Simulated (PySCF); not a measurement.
Dipole moment and polarisability of 3-(trifluoromethyl)phenol

Species: 3-(trifluoromethyl)phenol, C₇H₅F₃O.
SMILES with atom numbers: `[OH:1][c:2]1[cH:3][cH:4][cH:5][c:6]([C:7]([F:8])([F:9])[F:10])[cH:11]1` (hydrogens: H12 on O1; H13 on C3; H14 on C4; H15 on C5; H16 on C11)

Cartesian coordinates in Å at the PBE0-D3(BJ)/def2-SVP level; atoms count from 1:
```xyz
16
C7H5F3O angstrom
O     -2.4733   -1.5779    0.2515
C     -1.5013   -0.6545    0.1260
C     -1.8838    0.6859    0.0091
C     -0.9142    1.6745   -0.1170
C      0.4413    1.3503   -0.1291
C      0.8158    0.0118   -0.0139
C      2.2728   -0.3572   -0.0730
F      3.0259    0.4989    0.6228
F      2.5015   -1.5820    0.4136
F      2.7297   -0.3436   -1.3300
C     -0.1444   -0.9894    0.1139
H     -2.0787   -2.4538    0.3249
H     -2.9479    0.9288    0.0233
H     -1.2233    2.7184   -0.2040
H      1.2015    2.1275   -0.2212
H      0.1681   -2.0323    0.2105
```

Level: CAM-B3LYP/def2-SVPD (PySCF), static field, nuclei fixed, core orbitals frozen in the response. The polarisability tensor in these axes (au):

```
x   105.28   1.67  -2.15
y     1.67  97.47  -4.03
z    -2.15  -4.03  55.87
```

Give the principal values, the mean and the anisotropy Δα = √{½[(α1 − α2)² + (α2 − α3)² + (α1 − α3)²]}.

Principal values 55.41, 97.42 and 105.80 au; mean 86.21 au = 12.77 Å³ = 14.21 × 10⁻⁴⁰ C²·m²/J; Δα = 46.77 au (54 % of the mean).

What is the dipole moment, and where does it point?

(-1.87, -0.24, 0.17) D, 1.89 D in size, pointing from the negative to the positive side. Measured along this direction, the outermost atoms are F8 at the negative end and H13 at the positive end.

What are the principal values of the traceless quadrupole moment, Θ = ½Σq(3rr − r²1), about the centre of nuclear charge?

-9.00, -5.56, 14.56 D·Å. The values depend on the origin, since the dipole doesn't vanish. The electronic extent ⟨r²⟩ about the same centre is 1750 bohr², a root-mean-square distance of 2.44 Å for the 82 electrons.

Along which axes do the principal values lie, and how far do the nuclei extend along each?

Largest value along (0.97, 0.22, -0.06), where the nuclei span 5.79 Å; middle along (-0.23, 0.97, -0.08), 5.07 Å; least along (0.04, 0.09, 0.99), 2.03 Å. The response follows the extents in order.

Find the Langevin capture rate constant for NO+ (29.998 u) meeting this molecule (162.029 u), k = 2.342 × 10⁻⁹ cm³/s × √(α in Å³ / reduced mass in u).

The reduced mass is 25.31 u, so k = 1.66 × 10⁻⁹ cm³/s. The formula leaves out the permanent dipole, which adds to the capture rate.

Isolated species at its PBE0-D3(BJ)/def2-SVP geometry (one conformer only).
